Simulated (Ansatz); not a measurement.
`C=C1S[SiH]1Cl` + H₂ → `C=C1[SiH2]S1` + HCl at 700 K and 1 bar (hydrogenolysis of the Si–Cl bond).

Program: Ansatz. Geometries: PBE0-D4/def2-TZVP. ΔE: electronic, gas phase. CBS: MP2 limit from def2 TZ/QZ plus the TZ coupled-cluster correction, frozen cores. This one scheme is used for every species.

```json
{"species": "`C=C1S[SiH]1Cl`", "CCSD(T)/CBS energy (Eh)": "-1224.56199", "H − E (kJ/mol)": "181.8", "S (J/(mol·K))": "432.3"}
{"species": "H₂", "CCSD(T)/CBS energy (Eh)": "-1.17544", "H − E (kJ/mol)": "46.8", "S (J/(mol·K))": "155.3"}
{"species": "`C=C1[SiH2]S1`", "CCSD(T)/CBS energy (Eh)": "-765.32671", "H − E (kJ/mol)": "190.7", "S (J/(mol·K))": "390.0"}
{"species": "HCl", "CCSD(T)/CBS energy (Eh)": "-460.38127", "H − E (kJ/mol)": "38.4", "S (J/(mol·K))": "211.8"}
```

H − E and S are ideal-gas, rigid-rotor, harmonic terms from PBE0-D4/def2-TZVP, for one conformer and one mirror image of each species. The MP2-based limit puts H₂ 0.8 mEh under its directly extrapolated value; such offsets cancel only in part. 1 Eh = 2625.50 kJ/mol, R = 8.31446 J/(mol·K).

**Question.** By hand: ΔE, ΔH, ΔS and ΔG.

**Answer.** ΔE = (-765.32671) + (-460.38127) − (-1224.56199) − (-1.17544) = 0.02945 Eh = 77.3 kJ/mol. Δ(H − E) = 190.7 + 38.4 − 181.8 − 46.8 = 0.5, so ΔH = 77.8 kJ/mol. ΔS = 390.0 + 211.8 − 432.3 − 155.3 = 14.2 J/(mol·K). ΔG = 77.8 − 700 × (14.2)/1000 = 67.9 kJ/mol.

**Question.** By hand: the equilibrium constant, and the temperature at which ΔG would vanish if ΔH and ΔS stayed fixed.

**Answer.** log₁₀ K = −ΔG/(RT ln 10) = -5.1. ΔG = 0 at ΔH/ΔS = 5479 K, far beyond where these terms or the molecules hold.

The number of gas molecules stays the same, so ΔS is small and ΔH decides. A doubt of 5 kJ/mol in ΔE shifts log₁₀ K by 0.4 here. Other conformers and mirror images would add mixing entropy, several J/(mol·K) or more a flexible species. These are equilibria of isolated gas molecules and say nothing of rates. Largest T1 diagnostic: 0.014 (customary marks: 0.02 for closed shells, 0.045 for open ones).
